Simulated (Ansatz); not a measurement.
Consider the ligand exchange at the Si–O bond: `CO[SiH](O)Cl` + CH₃SH → `CO[SiH](Cl)SC` + H₂O.

Calculated with Ansatz (gas phase, PBE0-D4/def2-TZVP geometries, no zero-point term in ΔE). CCSD(T)/CBS adds triple-zeta CCSD(T) − MP2 to the extrapolated MP2 energy (def2 sets, frozen cores). This one scheme is used for every species. DFT in def2-TZVPP. One conformer a species, not always the lowest.

Task: Is it downhill or uphill in electronic energy at CCSD(T)/CBS, and by how much? (Estimate.)

Result: The calculation gave: Uphill: ΔE = +47.9 kJ/mol.

Task: What do these levels give: PBE-D4, ωB97X-V, HF/def2-TZVPP, HF/def2-QZVPP, SCS-MP2/def2-QZVPP, CCSD/CBS(def2)? (An estimate is asked.)

Result: Ansatz gave: PBE-D4 39.1, ωB97X-V 53.5, HF/def2-TZVPP 76.6, HF/def2-QZVPP 77.6, SCS-MP2/def2-QZVPP 52.6, CCSD/CBS(def2) 52.4 kJ/mol.

Largest T1 diagnostic among the species: 0.011.

The D4 term adds −11.5 kJ/mol with B3LYP and −6.5 kJ/mol with PBE0; it sums over pairs of atoms, weighted by their polarisabilities, and B3LYP, whose exchange is more repulsive, gets the larger term. From PBE to PBE0 (25 % exact exchange), in def2-TZVPP and without D4, ΔE moves by +3.0 kJ/mol. In def2-TZVPP, CCSD(T) changes the Hartree–Fock value by −22.9 kJ/mol (the triples alone add −4.5 kJ/mol) and MP2 by −28.3 kJ/mol.

B3LYP here is the variant with VWN-RPA as its local correlation; programs differ in this.
